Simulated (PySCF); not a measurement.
C2H6N, SMILES C[N]C, multiplicity 2.

Geometry: ωB97X-D3(BJ)/def2-TZVP. The isomer is the one that the SMILES or the coordinates give; other isomers of the formula were not compared.

All values below come from ωB97X-D3(BJ)/def2-TZVP run with PySCF.

Frequencies are harmonic and unscaled.

```tsv
mode	ν (cm⁻¹)	IR (km/mol)	moving atoms (share of kinetic energy)
1	84	0.0	H 99 %
2	155	1.7	H 68 %, N 24 %, C 8 %
3	439	1.7	H 41 %, C 36 %, N 22 %
4	943	3.2	H 79 %, C 15 %
5	946	5.8	C 52 %, N 29 %, H 18 %
6	1017	0.0	H 80 %, C 20 %
7	1033	0.1	H 63 %, C 27 %, N 10 %
8	1218	0.0	H 60 %, C 25 %, N 15 %
9	1236	5.8	N 50 %, C 26 %, H 24 %
10	1403	0.3	H 88 %, C 12 %
11	1424	18.4	H 88 %, C 11 %
12	1471	0.3	H 93 %
13	1481	0.0	H 95 %
14	1497	1.0	H 91 %, C 8 %
15	1501	21.4	H 96 %
16	2983	14.2	H 97 %
17	2992	28.8	H 97 %
18	3032	0.0	H 91 %, C 9 %
19	3038	61.2	H 91 %, C 9 %
20	3135	48.7	H 91 %, C 9 %
21	3137	14.1	H 91 %, C 9 %
```
